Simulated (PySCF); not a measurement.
HKO, singlet, geometry from GFN2-xTB (such geometries of metal compounds can be far from the true shape). Base run: PBE0/3-21G run with PySCF.

Geometry (Å):
```xyz
3

K     -0.5160    -0.2533    -0.4351
O      1.0478     0.4443     0.8809
H      1.4216     1.2586     1.2186
```
Charge 0, spin multiplicity 1.
All else is at PySCF's defaults.

Variants of this job, named by their change:

```tsv
change	basis functions	E (Eh)	HOMO (eV)	HOMO-LUMO gap (eV)	dipole (D)
base	28	-672.01670	-3.66	2.40	5.61
basis = x2c-TZVPall; relativity = spin-free X2C; nucleus = Gaussian (with mol.nucmod = 'G')	70	-677.90169	-4.90	4.02	7.02
basis = jorge-DZP-DKH; relativity = none	51	-675.07095	-4.39	3.30	7.65
basis = ANO-RCC-VDZP; relativity = spin-free X2C; nucleus = Gaussian (with mol.nucmod = 'G')	41	-677.90187	-4.55	3.58	7.63
basis = ANO-RCC-VDZP; relativity = none	41	-674.76565	-4.55	3.59	7.64
basis = jorge-DZP-DKH; relativity = spin-free X2C	51	-677.86585	-4.39	3.30	7.63
basis = x2c-TZVPall; relativity = none	70	-675.04546	-4.90	4.04	7.03
basis = x2c-TZVPall; relativity = spin-free X2C	70	-677.90249	-4.90	4.02	7.02
basis = jorge-DZP-DKH; relativity = spin-free X2C; nucleus = Gaussian (with mol.nucmod = 'G')	51	-677.86501	-4.39	3.30	7.63
basis = ANO-RCC-VDZP; relativity = spin-free X2C	41	-677.90277	-4.55	3.58	7.63
```

Totals shift with the method and basis; they matter in differences.

Basis sets contracted for a relativistic Hamiltonian are a mismatch without it, so the rows without relativity aren't non-relativistic limits. No row has spin-orbit coupling; sets with core potentials leave out the core electrons.
